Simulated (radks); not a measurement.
Results of a calculation; reference values are marked as such.
Problem. The mean radii <r> (bohr) of the occupied orbitals of an atom or ion are listed with their occupations. Code: a radial shooting solver on a logarithmic mesh with Libxc functionals. Model: Dirac Kohn-Sham, BP86, spin-unpolarised, spherical densities, finite nucleus; Fermi nuclear charge, rms radius of each element as measured or else 0.836 A^(1/3) + 0.57 fm.

| orbital | occ. | <r> |
|---|---|---|
| 1s1/2 | 2 | 0.1306 |
| 2s1/2 | 2 | 0.6971 |
| 2p1/2 | 2 | 0.6878 |
| 2p3/2 | 4 | 0.6901 |
| 3s1/2 | 2 | 3.141 |

Name the element and its charge. Open shells, if any, fill j = l - 1/2 first.

Solution. Z = 12, magnesium, charge 0: Mg in [Ne] 3s2. The 1s radius gives Z: for a bare nucleus <r> = (2 gamma + 1)/(2Z) with gamma = sqrt(1 - (Z/c)^2), 0.1247 bohr for Z = 12, and screening makes it slightly larger (0.1306 here). The occupations add up to 12, and the charge is Z minus that.
